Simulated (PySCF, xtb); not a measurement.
C3H4BrF, SMILES C/C(F)=C\Br.

Harmonic wavenumbers (cm⁻¹) from GFN2-xTB run with xtb at its own minimum, in rising order: 84, 182, 216, 339, 415, 436, 725, 764, 890, 1012, 1034, 1138, 1252, 1394, 1440, 1455, 1700, 3006, 3022, 3071, 3106.

### Question
What does PBE-D3(BJ)/def2-SVP in PySCF give at its own minimum? (The exact figures need the calculation; the answer reports its results.)

### Answer
143, 188, 227, 357, 428, 447, 734, 760, 886, 978, 1011, 1132, 1263, 1355, 1391, 1394, 1683, 2975, 3049, 3108, 3164. Paired by order, the mean absolute difference is 25 cm⁻¹ and the zero-point energies are 38.1 and 38.1 kcal/mol.
